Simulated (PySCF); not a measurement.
**Correlation energy of Ir⁺ (iridium, charge +1)**

[Xe] 4f14 5d6 6s1 7s1, high-spin 7D determinant (an excited configuration). Calculation: PySCF 2.14, in x2c-TZVPPall with one added diffuse shell each of s, p, d, f type (12s8p8d4f1g, 113 functions); the spin-free X2C one-electron Hamiltonian (Gaussian nucleus). Frozen: [Xe] 4f14; 8 electrons correlated.

MP2 pair energies summed by pair of shells (mhartree):

```json
{"pair": "5d-5d", "energy": "-88.13", "share (%)": "70.6"}
{"pair": "5d-6s", "energy": "-28.45", "share (%)": "22.8"}
{"pair": "5d-7s", "energy": "-5.23", "share (%)": "4.2"}
{"pair": "6s-7s", "energy": "-2.97", "share (%)": "2.4"}
```

Total MP2 correlation energy: -124.78 mhartree.

Same-spin part -76.52 and opposite-spin part -48.26 mhartree; SCS-MP2 scales them by 1/3 and 6/5 to -83.42 mhartree.
